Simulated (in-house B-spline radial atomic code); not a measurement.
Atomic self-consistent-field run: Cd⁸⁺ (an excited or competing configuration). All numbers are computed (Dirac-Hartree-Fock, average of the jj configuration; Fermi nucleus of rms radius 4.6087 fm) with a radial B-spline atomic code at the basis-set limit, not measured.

In the input, a minus or plus after the letter marks the j = l - 1/2 or j = l + 1/2 subshell.

Command:
```bash
python run_scf.py task.json out
```
Settings (nuclear radius in fm, mass in u):
```
Z                48
configuration    1s2 2s2 2p6 3s2 3p6 3d10 4s2 4p-1 4p+4 4d+4 8f-1
hamiltonian      dirac
method           hf
spin_polarised   False
nucleus          fermi
rms_radius       4.6087
atomic_mass      113.90336
speed_of_light   137.035999084
```

Output (hartree, bohr):
```
 radial grid: 71 intervals, B-splines of order 8, outer radius 34.9425 bohr

 iter        energy (Eh)    residual
    1       -5555.130672    8.99e-01
    2       -5566.365557    3.00e-01
    3       -5567.352562    8.64e-02
    4       -5567.460009    2.61e-02
    5       -5567.472744    1.25e-02
    6       -5567.474185    6.38e-04
    7       -5567.474192    4.09e-05
    8       -5567.474192    2.94e-06
    9       -5567.474192    2.33e-07

 total energy                     -5567.47419
 kinetic                            5839.6546
 electron-nucleus                 -13266.1135
 electron-electron                  1858.9848

 first-order corrections (not in the total)
   Gaunt                             4.2653
   retardation                      -0.4328
   frequency dependence             -0.0347
   self-energy                       2.8921
   Uehling                          -0.3649
   Wichmann-Kroll                    0.0070
   recoil                            0.0185

 orbital      occ     eigenvalue          <r>       <r^2>       <1/r>       r_max    small
 1s1/2      2.000      -993.8102      0.03039  0.00124919     50.6422     0.01968  3.10e-02
 2s1/2      2.000      -156.2368     0.131025   0.0203055     11.7192      0.1112  6.54e-03
 2p1/2      2.000      -145.4211     0.111296   0.0152213     11.6615     0.08606  6.52e-03
 2p3/2      4.000      -138.3705     0.116419   0.0165278      10.932     0.09036  6.25e-03
 3s1/2      2.000       -35.5978      0.35527    0.144374     4.13716      0.3226  1.88e-03
 3p1/2      2.000       -31.1984     0.347653      0.1404     4.02804        0.31  1.81e-03
 3p3/2      4.000       -29.9308     0.357539     0.14829     3.86185      0.3193  1.75e-03
 3d3/2      4.000       -22.2370     0.330715    0.129819     3.68196      0.2642  1.61e-03
 3d5/2      6.000       -22.0439     0.333735    0.132139     3.64166      0.2665  1.59e-03
 4s1/2      2.000       -10.3802     0.840479    0.793329     1.64249       0.779  5.13e-04
 4p1/2      1.000        -8.7708     0.875496    0.866339     1.55595       0.804  4.75e-04
 4p3/2      4.000        -8.6385     0.897926    0.910456     1.50258      0.8247  4.55e-04
 4d5/2      4.000        -6.1894     0.998438     1.14076     1.30794       0.893  3.64e-04
 8f5/2      1.000        -0.7023      8.92466     89.9946     0.16732       10.11  2.51e-05
```

Run time, properties included: 1.1 s on 1 thread of Arm Neoverse V1, with other jobs on the host.

For the Dirac Hamiltonian the kinetic term is c α·p + (β - 1)c².
